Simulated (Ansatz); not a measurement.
A run for Ansatz (a quantum-chemistry and plane-wave program): R-PBE0/def2-TZVPPD on C2H6Zn (SMILES [CH3][Zn][CH3]). Files ending in .json are basis or fitting sets from the Basis Set Exchange.

Ansatz 0.2 input:
```yaml
crystal:
  periodic: [false, false, false]
  atoms:
    - {symbol: C, position_ang: [-0.06174966, 2.08216548, -0.20756973]}
    - {symbol: Zn, position_ang: [-0.00395106, 0.05995802, 0.10670318]}
    - {symbol: C, position_ang: [0.09058461, -1.98210733, -0.02291947]}
    - {symbol: H, position_ang: [0.79905814, 2.57491311, 0.23806959]}
    - {symbol: H, position_ang: [-0.94628816, 2.52896537, 0.23991191]}
    - {symbol: H, position_ang: [-0.06990047, 2.35586169, -1.25860766]}
    - {symbol: H, position_ang: [-0.70567375, -2.45556856, 0.54698007]}
    - {symbol: H, position_ang: [1.03006607, -2.35965231, 0.37530943]}
    - {symbol: H, position_ang: [0.01090111, -2.35319772, -1.04096704]}
basis:
  gaussian:
    orbitals: def2-TZVPPD.json
hamiltonian:
  xc: {name: PBE0}
scf: {lower_state_search: off}
```

Output:

```
WARN ansatz: RAYON_NUM_THREADS=2 ignored (pool sized by the plan → 2); use --threads N
Functional definition: PBE0
these checks for a lower state are left out or cut short: stability, starts, cluster_reference, orbital_swaps, neighbouring_geometries, increment
integrals: 0.15 GiB planned
1285 factors; their error is unknown
mean field: 1.45 GiB planned
mean field evaluation 1: about -50569.6266 eV, gradient 8.0e1 eV
mean field evaluation 2: about -50560.2257 eV, gradient 1.1e2 eV
mean field evaluation 4: about -50582.6582 eV, gradient 5.7e0 eV
mean field evaluation 8: about -50582.7070 eV, gradient 1.2e-2 eV
mean field evaluation 16: about -50582.7908 eV, gradient 1.3e-5 eV
mean field -50582.79075021 eV, -1858.8832738233 hartree, gradient 3.6e-6 eV, S^2 0.000000; 0 other end points of the search recorded, 0 dependent functions left out
reference -50582.79079433 eV, -1858.8832754447 hartree; 24, 24 occupied and 219, 219 virtual orbitals, 1285 factors
Total energy: -50582.79079433 eV, -1858.8832754447 hartree
Checks for a lower state left out: stability, starts, cluster_reference, orbital_swaps, neighbouring_geometries, increment
```

The calculation finished and met its thresholds.

Cost: roughly 2.7 core-seconds.
